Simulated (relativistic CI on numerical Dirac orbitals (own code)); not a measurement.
# Ligand-field terms of d8

Computed with a parametric ligand-field model of a d^n configuration (Racah B and C, spin-orbit zeta, crystal field), exact diagonalisation.

Field parameters in Wybourne normalisation: Oh B⁴₀ = 21Dq, B⁴₄ = √(5/14) B⁴₀. The field is a parameter set, without covalency.

B = 640 cm⁻¹, C = 2650 cm⁻¹ (C/B = 4.14), Oh, no spin-orbit coupling. Tanabe-Sugano data, E/B above the lowest term (Δ = |10Dq|; b, c mark the second and third term of a kind):

```csv
Δ/B,3A2,3T2,3T1,1E,1T2,1A1
1.0,0.00,1.00,1.79,14.01,14.68,21.05
3.0,0.00,3.00,5.29,14.86,17.28,22.41
5.0,0.00,5.00,8.68,15.28,19.70,23.56
7.0,0.00,7.00,11.92,15.52,21.99,24.53
9.0,0.00,9.00,15.00,15.67,24.20,25.35
11.0,0.00,11.00,17.92,15.77,26.35,26.04
13.0,0.00,13.00,20.68,15.84,28.47,26.62
15.0,0.00,15.00,23.29,15.90,30.56,27.12
17.0,0.00,17.00,25.79,15.94,32.64,27.55
19.0,0.00,19.00,28.19,15.98,34.70,27.92
21.0,0.00,21.00,30.51,16.00,36.75,28.25
23.0,0.00,23.00,32.78,16.03,38.79,28.53
25.0,0.00,25.00,35.00,16.05,40.83,28.79
27.0,0.00,27.00,37.18,16.06,42.86,29.01
29.0,0.00,29.00,39.34,16.08,44.89,29.21
31.0,0.00,31.00,41.47,16.09,46.91,29.39
33.0,0.00,33.00,43.58,16.10,48.93,29.55
35.0,0.00,35.00,45.68,16.11,50.95,29.70
37.0,0.00,37.00,47.77,16.12,52.97,29.83
39.0,0.00,39.00,49.84,16.13,54.98,29.95
41.0,0.00,41.00,51.91,16.14,57.00,30.07
43.0,0.00,43.00,53.97,16.14,59.01,30.17
45.0,0.00,45.00,56.03,16.15,61.02,30.26
47.0,0.00,47.00,58.08,16.16,63.03,30.35
```

The ground term stays 3A2.
